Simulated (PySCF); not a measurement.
**Polarisability and C₆ of Ba (barium, neutral)**

[Xe] 5d1 6s1, high-spin 3D determinant (an excited configuration). Computed with PySCF 2.14 in aug-cc-pVQZ-X2C, with the spin-free X2C one-electron Hamiltonian (Gaussian nucleus). Coupled (time-dependent) response in atomic units; α is the mean over directions.

| method | mean α (bohr³) | α xx, yy, zz | C₆ (like pair) | S(−4) |
| --- | --- | --- | --- | --- |
| PBE0 | 363.6 | 411.2, 411.2, 268.4 | 5856 | 258200 |

S(−4) is the Cauchy moment in α(ω) = α(0) + S(−4) ω² + …

Spin-orbit coupling is absent.

α(iu) at PBE0:

```json
{"u (hartree)": "0", "α(iu) (bohr³)": "363.6"}
{"u (hartree)": "0.0500", "α(iu) (bohr³)": "200.3"}
{"u (hartree)": "0.100", "α(iu) (bohr³)": "108.9"}
{"u (hartree)": "0.200", "α(iu) (bohr³)": "47.61"}
{"u (hartree)": "0.300", "α(iu) (bohr³)": "28.77"}
{"u (hartree)": "0.500", "α(iu) (bohr³)": "15.65"}
{"u (hartree)": "0.750", "α(iu) (bohr³)": "9.605"}
{"u (hartree)": "1.00", "α(iu) (bohr³)": "6.624"}
{"u (hartree)": "1.50", "α(iu) (bohr³)": "3.746"}
{"u (hartree)": "2.00", "α(iu) (bohr³)": "2.440"}
{"u (hartree)": "3.00", "α(iu) (bohr³)": "1.317"}
{"u (hartree)": "5.00", "α(iu) (bohr³)": "0.6014"}
```

The components differ because the open shell of this determinant is not spherical; for a pure term their mean is the scalar polarisability.

Spin-orbit coupling, absent here, splits the open shell strongly.
